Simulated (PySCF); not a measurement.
B3LYP has the VWN-RPA correlation part, as in Gaussian. 

Z-matrix (Å, degrees):
```
C
C 1 1.3255
H 2 1.0809 1 120.92
H 2 1.0809 3 118.16 1 179.90
C 1 1.4359 2 152.78 3 0.01
C 5 1.3135 1 62.78 2 180.00
H 6 1.0766 5 147.81 1 180.00
H 5 1.0766 6 147.81 7 -0.01
```
Charge 0, multiplicity 1.

Question: Predict the LUMO, total energy, HOMO, HOMO–LUMO gap and dipole moment from B3LYP-D3(BJ)/def2-TZVP run with PySCF.

Answer: 
| Quantity | Result |
|---|---|
| LUMO | -0.82 eV |
| total energy | -154.7732 Ha |
| HOMO | -5.79 eV |
| HOMO–LUMO gap | 4.98 eV |
| dipole moment | 2.13 D |
